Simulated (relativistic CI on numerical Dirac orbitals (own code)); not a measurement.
Hyperfine structure of In XXVIII, mass number 115

Calculated at this level of theory: Dirac-Coulomb-Breit CI, KLI orbitals optimised for each configuration, a model potential for QED, unscaled Slater integrals (own radial code, finite nucleus).

CI space (outside the closed core [Ne]): 3s2 3p6 3d4, 3s2 3p5 3d5, 3s 3p6 3d5, 3s2 3p6 3d3 4s, 3s2 3p6 3d3 4p, 3s2 3p6 3d3 4d, 3s2 3p6 3d3 4f, 3s2 3p5 3d4 4s, 3s 3p6 3d4 4s, 3s2 3p6 3d2 4s 4p, 3s2 3p6 3d3 5s, 3p6 3d6, 3p5 3d7, 3s2 3p6 3d2 4s2, 3s2 3p6 3d 4s2 4p, 3s2 3p6 3d 4s2 4d, 3s2 3p6 3d 4s2 4f, 3p6 3d5 4s, 3p5 3d6 4s. Double excitations out of closed p, d and f shells are left out; levels of such configurations are missing from the list, as are those of other unlisted configurations, and high levels can miss mixing partners.

Nuclear spin I = 9/2, μ = 5.5326 μN, Q = 0.772 b (tables of Stone and Pyykkö). The electronic factors are computed for point nuclear moments, without core polarisation or the Bohr-Weisskopf and QED corrections.

```csv
Level,E (eV),A (MHz),B (MHz)
3s2 3p6 3d4 5D_1,4.5930,1275,4220
3s2 3p6 3d4 5D_2,8.0487,6518,3590
3s2 3p6 3d4 5D_3,10.4130,10210,-1650
3s2 3p6 3d4 5D_4,11.3258,13830,-7570
3s2 3p6 3d4 3H_4,17.1253,14900,1300
3s2 3p6 3d4 3G_3,20.1412,16040,2030
3s2 3p6 3d4 3F_2,20.7916,14520,4900
3s2 3p6 3d4 3H_5,21.1970,15180,8850
```

Levels with J = 0, under 50 % of one LS term, or S terms without an open s electron are left out. Small factors come from cancelling terms and can be off by tens of per cent or more.

At this charge energies of transitions that change n are usually good to better than 1 %, and those within a shell (Δn = 0) to a few per cent. Terms inside the open d or f shell come out 10 to 20 % too wide with unscaled integrals.

Question: Give the hyperfine levels of 3s2 3p6 3d4 5D_2 relative to its centre of gravity.

Answer: With K = F(F + 1) − I(I + 1) − J(J + 1), E = AK/2 + B[¾K(K + 1) − I(I + 1)J(J + 1)]/[2I(2I − 1)J(2J − 1)]: F = 5/2: -70050, F = 7/2: -48810, F = 9/2: -20600, F = 11/2: 15250, F = 13/2: 59560 MHz.

LS names give the leading component of a level, which can be under half, so a name can repeat, a term be missing and a line seem to break the LS rules.
